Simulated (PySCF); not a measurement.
Species: C4H5F3O2S.
SMILES with atom numbers: `[CH2:1]=[CH:2][CH2:3][S:4](=[O:5])(=[O:6])[C:7]([F:8])([F:9])[F:10]` (hydrogens: H11, H12 on C1; H13 on C2; H14, H15 on C3)

Level of theory: PBE0-D3(BJ)/def2-SVP geometry optimisation, gas phase in PySCF 2.14.0.

List the bond lengths, angles and torsions at this level.

| bond | length (bohr) | order |
| --- | --- | --- |
| C1=C2 | 2.518 | double |
| C2–C3 | 2.820 | single |
| C3–S4 | 3.411 | single |
| S4=O5, S4=O6 | 2.745 | double |
| S4–C7 | 3.527 | single |
| C7–F8 | 2.505 | single |
| C7–F9, C7–F10 | 2.492 | single |
| C1–H11 | 2.068 | single |
| C1–H12 | 2.065 | single |
| C2–H13 | 2.068 | single |
| C3–H14, C3–H15 | 2.078 | single |

Bonds in one row agree within 0.02 bohr and their mean is given. Orders are formal, as drawn. A selection of angles:
| angle | degrees |
| --- | --- |
| C2–C1–H11 | 121.6 |
| C2–C1–H12 | 121.1 |
| H11–C1–H12 | 117.3 |
| C1–C2–C3 | 123.2 |
| C1–C2–H13 | 120.6 |
| C3–C2–H13 | 116.1 |
| C2–C3–S4 | 107.3 |
| C2–C3–H14 | 113.0 |
| S4–C3–H14 | 106.1 |
| H14–C3–H15 | 110.7 |
| C3–S4–O5 | 108.8 |
| C3–S4–C7 | 102.1 |
| O5–S4–O6 | 122.7 |
| O5–S4–C7 | 106.1 |
| S4–C7–F8 | 110.1 |
| F8–C7–F9 | 108.9 |

Dihedral angles: C1–C2–C3–S4 -101° (anticlinal); C2–C3–S4–O5 -63° (synclinal); C3–S4–C7–F8 54° (synclinal). The mirror-image conformer, all signs reversed, is as good.

Of the pairs four or more bonds apart, F8···H14 is among the closest relative to their van der Waals radii: 2.61 Å, 98 % of the sum of Bondi's values. The 2 C–C bonds span 1.333 Å (C1=C2, drawn double) to 1.492 Å (C2–C3, drawn single), a spread of 0.159 Å. S4 (sulfonyl sulfur) is distorted tetrahedral (angles from 102.1° to 122.7°). The 2 C–S bonds span 1.805 Å (C3–S4, drawn single) to 1.866 Å (S4–C7, drawn single), a spread of 0.061 Å.

Point group: C1 (no symmetry element, even within 0.4 Å). Not checked by PBE0-D3(BJ)/def2-SVP frequencies. The numbers are those of one conformer.
